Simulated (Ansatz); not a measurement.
## Counterpoise correction, worked out

The pair of SiH$_{3}$F (SMILES [SiH3]F, atoms 1–5) and WF$_{6}$ (SMILES F[W](F)(F)(F)(F)F, atoms 6–12), both closed shells, in one local arrangement (a lower one may exist), relaxed at PBE0-D4/def2-TZVP:

Si1  (-0.361, -0.221, -2.694)
F2  (0.081, -1.235, -1.533)
H3  (0.552, 0.945, -2.665)
H4  (-1.758, 0.197, -2.440)
H5  (-0.255, -0.936, -3.988)
F6  (1.136, 1.716, 2.341)
W7  (0.250, 0.171, 1.898)
F8  (1.716, -0.392, 0.958)
F9  (-0.412, 0.995, 0.394)
F10  (-1.208, 0.755, 2.847)
F11  (-0.650, -1.364, 1.473)
F12  (0.909, -0.632, 3.409)
(Å)

Ansatz 0.2.0; basis: def2-TZVPPD; cores frozen in the correlated methods. Core potentials replace the inner electrons of the atoms past krypton.

CCSD(T) total energies in eV:

| system | geometry | basis functions | energy |
| --- | --- | --- | --- |
| pair | pair | all | -28742.23511 |
| SiH$_{3}$F | as in the pair | all (partner as ghosts) | -10630.14943 |
| WF$_{6}$ | as in the pair | all (partner as ghosts) | -18112.01092 |
| SiH$_{3}$F | as in the pair | its own | -10630.13484 |
| WF$_{6}$ | as in the pair | its own | -18111.98266 |
| SiH$_{3}$F | free (PBE0-D4 minimum) | its own | -10630.13473 |
| WF$_{6}$ | free (PBE0-D4 minimum) | its own | -18111.98502 |

Task: Work out the interaction energy with and without the counterpoise correction, the superposition error, and the binding energy from the relaxed fragments.

Result: Without correction: -28742.23511 − (-10630.13484) − (-18111.98266) = -0.11761 eV.
With correction (each fragment in the whole basis): -28742.23511 − (-10630.14943) − (-18112.01092) = -0.07476 eV = -1.72 kcal/mol.
The superposition error is the difference, 0.04285 eV, 36 % of the uncorrected value: each fragment borrows its partner's functions.
Deformation from the free shapes: -0.00011 eV for SiH$_{3}$F and 0.00236 eV for WF$_{6}$ (a small negative value is possible, since the free shapes are minima of another method).
Binding energy from relaxed fragments: -0.07476 + (-0.00011) + 0.00236 = -0.07251 eV = -1.67 kcal/mol (electronic, without zero-point energy; negative means bound). For comparison, the corrected interaction energy by CCSD(T) at an estimated basis limit (MP2 extrapolated from triple and quadruple zeta, plus CCSD(T) − MP2 in triple zeta) is -0.083 eV; triple zeta with the correction binds less.

T1 diagnostic: at most 0.022.

For scale, one of the runs: CCSD(T)/def2-TZVPPD, 438 basis functions (an equivalent command: `ansatz run in.yaml --threads 4 --backend cuda`). Time: 56 s of wall clock on 4 CPU threads and a share of one NVIDIA H100; the host was shared. Peak host memory: 0.92 GiB.
